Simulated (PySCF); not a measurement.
Structure problem from calculated spectra and properties.

Formula: C4H5B2F.

| Item | Value |
| --- | --- |
| Couplings | largest of the computed one-bond spin–spin couplings (means over like bonds): 19F–11B -165.8, 13C–1H +152.9 (×2), 13C–1H +152.7 (×2), 11B–1H +132.4, 13C–11B +77.3 (×2), 13C–11B +64.3 (×2), 13C–13C +51.5 (×2) Hz [B3LYP/pcJ-1, spin–dipole term left out for some pairs] |
| XPS | B1s 195.6, B1s 197.3, C1s 290.4 (×2), C1s 290.4 (×2), F1s 692.8 eV [ΔSCF SCAN, pcX-2 on the ionised atom, pcseg-1 elsewhere, spin-free X2C] |
| 13C NMR | chemical shifts (computed TMS as zero) by class: 167.1 (2 C), 161.5 (2 C) ppm [GIAO PBE0/pcSseg-1] |
| Rotational structure | rotational constants A, B, C: 4.565, 2.514, 1.621 GHz [PBE0-D3(BJ)/def2-SVP] |
| Triplet | lowest triplet excitation (Tamm–Dancoff): 2.28 eV [TDA PBE0/def2-SVPD] |
| UV, first state | lowest singlet excitation: 3.25 eV (382 nm, f = 0.000) [TDDFT PBE0/def2-SVPD] |
| Valence photoelectron | vertical ionisation energy: 9.89 eV [ΔSCF PBE0/def2-SVPD] |

The electronic properties come from PySCF, for the isolated species, density fitting. Levels stand in brackets. Geometry: PBE0-D3(BJ)/def2-SVP; no solvent, vibrations or thermal averaging. NMR classes are plain means over equivalent atoms (diastereotopic ones count apart unless rotation or inversion swaps them), as if these changed places fast.

Q: What is the compound? Reason from the data.

A: Numbering: `[F:1][B:2]1[CH:3]=[CH:4][BH:5][CH:6]=[CH:7]1`. 4 carbons fall into 2 classes; from least to most shielded: unsaturated ring CH carbon [C4/C6] (167.1 ppm, 2 C), unsaturated ring CH carbon [C3/C7] (161.5 ppm, 2 C). The couplings run between: -165.8 Hz, boron-bound fluorine [F1] and ring boron [B2]; +152.9 Hz, unsaturated ring CH carbon [C4] and its hydrogen (with 1 like pair); +152.7 Hz, unsaturated ring CH carbon [C3] and its hydrogen (with 1 like pair); +132.4 Hz, ring boron [B5] and its hydrogen; +77.3 Hz, unsaturated ring CH carbon [C3] and ring boron [B2] (with 1 like pair); +64.3 Hz, unsaturated ring CH carbon [C4] and ring boron [B5] (with 1 like pair); +51.5 Hz, unsaturated ring CH carbon [C3] and unsaturated ring CH carbon [C4] (with 1 like pair). The core levels belong to: B1s 195.6 eV, ring boron [B5]; B1s 197.3 eV, ring boron [B2]; C1s 290.4 eV, unsaturated ring CH carbon [C4/C6]; C1s 290.4 eV, unsaturated ring CH carbon [C3/C7]; F1s 692.8 eV, boron-bound fluorine [F1]. The hole state at 290.4 eV has ⟨S²⟩ = 0.84 against 0.75, so that value is less sure. The hole state at 290.4 eV has ⟨S²⟩ = 0.84 against 0.75, so that value is less sure. The hole state at 195.6 eV has ⟨S²⟩ = 0.84 against 0.75, so that value is less sure. The first electron is taken from the HOMO, whose largest Löwdin shares are 0.21 on each of 4 atoms of one kind (unsaturated ring CH carbon). By its constants the optimised geometry is an asymmetric top. Structure: `FB1C=CBC=C1`. The assignments are read from this structure; whether some other isomer fits the data as well wasn't checked.
